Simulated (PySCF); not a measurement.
## A survey of 29Si NMR shifts

- GFN2-xTB geometry
- σ from GIAO-PBE0/pcSseg-1
- run in PySCF 2.14
- no solvent model, one computed conformer, averaged over atoms made equivalent by symmetry, fast rotation or ring inversion, relativity neglected

Shieldings were converted by a linear fit to measured shifts: 29Si (scatter 8.9 ppm rms, 25.8 ppm with the 6 outliers that the fit left out vs TMS, solution or neat liquid). Occasional misses reach two or three times the rms, and more in compound classes unlike the fitted ones.

Q: Give the 29Si shifts of `CO[C@@H](C(C)=O)[Si@H](N)O[SiH3]`, `N#C[C@@H]1C[C@H]1[SiH2]O`, `CC(C)(C)CN[Si@@H](N)F`, `[SiH3]OC1=CCC/C1=C\Cl`.

A: 
```
                                                                 compound                        environment  δ (ppm)
[CH3:1][O:2][C@@H:3]([C:4]([CH3:5])=[O:6])[Si@H:7]([NH2:8])[O:9][SiH3:10]  Si7: silicon bonded to C, N, O, H    -32.2
[CH3:1][O:2][C@@H:3]([C:4]([CH3:5])=[O:6])[Si@H:7]([NH2:8])[O:9][SiH3:10]     Si10: silicon bonded to O, 3 H    -44.2
                                                 N#C[C@@H]1C[C@H]1[SiH2]O        silicon bonded to C, O, 2 H    -28.1
                                                    CC(C)(C)CN[Si@@H](N)F        silicon bonded to F, 2 N, H    -33.8
                                                    [SiH3]OC1=CCC/C1=C\Cl           silicon bonded to O, 3 H    -39.5
```

Q: Match the shifts 6.0, -32.9, -74.6 ppm to `CCCN([SiH2]C#N)C(C)=O`, `C=C[Si@H](O)N(C)CCC#N`, `CC1=C(C=O)C[Si@H](Cl)C1`.

A: 6.0: CC1=C(C=O)C[Si@H](Cl)C1 (silicon bonded to 2 C, Cl, H, in a 5-membered ring); -32.9: C=C[Si@H](O)N(C)CCC#N (silicon bonded to C, N, O, H); -74.6: CCCN([SiH2]C#N)C(C)=O (silicon bonded to C, N, 2 H).
